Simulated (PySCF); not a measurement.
C₂H₈N₂Si.
Atom-mapped SMILES: `[CH3:1]/[CH:2]=[N:3]/[SiH2:4][NH2:5]` (hydrogens: H6, H7, H8 on C1; H9 on C2; H10, H11 on Si4; H12, H13 on N5)

Theory: PBE0-D3(BJ)/def2-SVP geometry optimisation, gas phase (PySCF).

Problem. What internal coordinates does the optimisation give?

Solution. 
```json
{"bond": "C1–C2", "length (Å)": "1.494", "order": "single"}
{"bond": "C2=N3", "length (Å)": "1.265", "order": "double"}
{"bond": "N3–Si4", "length (Å)": "1.759", "order": "single"}
{"bond": "Si4–N5", "length (Å)": "1.724", "order": "single"}
{"bond": "C1–H6, C1–H7, C1–H8", "length (Å)": "1.101", "order": "single"}
{"bond": "C2–H9", "length (Å)": "1.117", "order": "single"}
{"bond": "Si4–H10", "length (Å)": "1.490", "order": "single"}
{"bond": "Si4–H11", "length (Å)": "1.502", "order": "single"}
{"bond": "N5–H12, N5–H13", "length (Å)": "1.014", "order": "single"}
```

Bonds in one row agree within 0.01 Å and their mean is given. Orders are formal, as drawn. A selection of angles:
```json
{"angle": "C2–C1–H6", "degrees": "110.1"}
{"angle": "H6–C1–H7", "degrees": "106.5"}
{"angle": "H6–C1–H8", "degrees": "109.6"}
{"angle": "C1–C2–N3", "degrees": "123.5"}
{"angle": "C1–C2–H9", "degrees": "114.3"}
{"angle": "N3–C2–H9", "degrees": "122.2"}
{"angle": "C2–N3–Si4", "degrees": "123.8"}
{"angle": "N3–Si4–N5", "degrees": "114.3"}
{"angle": "N3–Si4–H10", "degrees": "106.2"}
{"angle": "N3–Si4–H11", "degrees": "109.8"}
{"angle": "N5–Si4–H10", "degrees": "107.7"}
{"angle": "H10–Si4–H11", "degrees": "111.6"}
{"angle": "Si4–N5–H12", "degrees": "119.0"}
{"angle": "H12–N5–H13", "degrees": "110.2"}
```

Torsions: C1–C2–N3–Si4 179° (antiperiplanar); C2–N3–Si4–N5 124° (anticlinal). The mirror-image conformer, all signs reversed, is as good.

Si4 (SiH2 silicon) is distorted tetrahedral (angles from 106.2° to 114.3°). The 2 N–Si bonds span 1.724 Å (Si4–N5, drawn single) to 1.759 Å (N3–Si4, drawn single), a spread of 0.035 Å. N5 (silicon-bound nitrogen) is pyramidal (angles 119.0°, 118.7° and 110.2°, sum 347.9°, 0.24 Å off the plane of its three neighbours). N3 (C=N nitrogen) is bent (angle 123.8°).

Point group: C1 (no symmetry element, even within 0.4 Å). PBE0-D3(BJ)/def2-SVP frequencies: not computed here. The numbers are those of one conformer (C2–N3–Si4–N5 124°, N3–Si4–N5–H -73° and 66°).
